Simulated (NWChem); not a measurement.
Setting up B3H3O3 (SMILES B1OBOBO1) in NWChem

B3H3O3 has 9 atoms, charge 0, and is taken as a singlet. SMILES: `B1OBOBO1`. Geometry: relaxed at PBE0-D4/def2-TZVP. This is one conformer, not always the lowest.

```tsv
atom	x (Å)	y (Å)	z (Å)
B	1.3016	0.1158	-0.4247
O	0.6128	-1.0535	-0.6248
B	-0.6869	-1.1727	-0.2023
O	-1.2974	-0.1154	0.4232
B	-0.6148	1.0569	0.6269
O	0.6846	1.1689	0.2016
H	2.4293	0.2162	-0.7926
H	-1.2819	-2.1887	-0.3775
H	-1.1473	1.9725	1.1701
```

Settings wanted:

| Setting | Value |
| --- | --- |
| task | gradient |
| method | HF |
| basis set | 3-21G |
| reference | RHF |
| SCF convergence threshold | 1e-08 |
| iteration cap | 80 |
| module | scf |
| d and f functions | spherical |

**Question.** Write the NWChem 7.3.0 input and the command.

**Answer.** One that was run (others would do as well):

mol.nw:
```
start mol
memory 2200 mb

geometry noautosym nocenter noautoz
B        1.301600       0.115800      -0.424700
O        0.612800      -1.053500      -0.624800
B       -0.686900      -1.172700      -0.202300
O       -1.297400      -0.115400       0.423200
B       -0.614800       1.056900       0.626900
O        0.684600       1.168900       0.201600
H        2.429300       0.216200      -0.792600
H       -1.281900      -2.188700      -0.377500
H       -1.147300       1.972500       1.170100
end

basis spherical bse
* library 3-21G
end

scf
singlet
rhf
thresh 1e-08
maxiter 80
end

task scf gradient
```

```bash
$ nwchem mol.nw > mol.out
```

Calculated total energy: -299.04944 Eh, largest force 3.148 eV/Å. The shape is far from stationary at this level.
